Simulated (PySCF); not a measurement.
C₃H₉Ge, charge +1, multiplicity 1. Atoms are numbered in the order given.

```xyz
13

C     -0.3908     1.8691     0.2398
Ge     0.0000     0.0000    -0.0002
C      1.8237    -0.6140     0.0356
C     -1.4329    -1.2551    -0.2751
H      0.5260     2.4772     0.3473
H     -1.0311     1.9799     1.1424
H     -0.9923     2.2233    -0.6250
H      2.3965    -0.0717    -0.7477
H      1.9001    -1.7057    -0.1194
H      2.2720    -0.3321     1.0133
H     -1.2863    -1.7427    -1.2639
H     -1.3592    -2.0566     0.4913
H     -2.4258    -0.7712    -0.2336
```
Charge +1, spin multiplicity 1.

The structure is a stationary point at PBE-D3(BJ)/def2-SVP. The spin state was assumed, not searched. The isomer is the one that the SMILES or the coordinates give; other isomers of the formula were not compared.

Level of theory: PySCF with PBE/def2-TZVP.

The molecule is in vacuum.

Computed frontier levels, gap, dipole moment and polarisability:
| Property | Value |
|---|---|
| highest occupied level | -12.98 eV |
| lowest empty level | -8.41 eV |
| orbital gap | 4.57 eV |
| dipole moment about the centre of nuclear charge | 0.00 D |
| mean static polarisability | 62.5 bohr³ (9.26 Å³) |
| polarisability, principal values | 46.9, 70.3, 70.3 bohr³ |
